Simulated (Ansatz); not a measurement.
The cluster Si₅Mo₂⁺, relaxed as a doublet with UKS r2SCAN-D4/def2-SVP in Ansatz, starting from the GFN1-xTB geometry. Force threshold 0.02 eV/Å.

In the def2 sets Mo takes a core potential; there is no spin–orbit coupling. The charge 1 doublet is spin-contaminated (final ⟨S²⟩ up to 1.15, 0.75 for a pure state). The relaxation made no stability test and no search for a lower SCF solution. No other spin state of charge 1 was run. Another isomer (doublet) lies 0.21 eV lower at PBE0-D4/def2-TZVP; other spin states weren't run for this one.

Start:

```
atom    x (Å)    y (Å)    z (Å)
 Mo1  -2.0212   1.2432   0.4724
 Mo2  -1.8652  -1.1921   0.4448
 Si3   2.4890   0.1185   0.8781
 Si4  -1.0613   0.1632  -1.6770
 Si5   1.2866  -0.2906  -1.3057
 Si6   0.5324   1.3956   0.4138
 Si7   0.6397  -1.4378   0.7736
```

```csv
step,energy (eV),largest force component (eV/Å),SCF passes
1,-43076.0503,1.338,90
2,-43076.6049,0.727,52
3,-43076.6292,1.669,52
4,-43076.8687,0.292,58
5,-43076.9720,0.684,46
6,-43077.2287,1.025,53
7,-43077.5282,0.572,55
8,-43077.6596,0.300,49
9,-43077.6880,0.163,42
10 (rejected),-43077.6796,0.135,43
11,-43077.6928,0.061,44
12,-43077.6932,0.016,39
```

Force components are those of the run's own axes.

End:

```xyz
7

Mo   -2.133    1.026    0.367
Mo   -1.431   -1.028    0.140
Si    2.423    0.314    0.415
Si   -0.717    0.847   -1.651
Si    0.829   -0.858   -1.129
Si    0.275    1.076    0.664
Si    0.753   -1.376    1.195
```

Bonds formed: Mo2–Si5, Mo2–Si6, Si4–Si6, Si6–Si7 (atoms count from 1).

No frequencies were taken in this run, so the end may be a saddle point.

Run time 2.9 min (4 threads of Arm Neoverse V2 on a shared host).
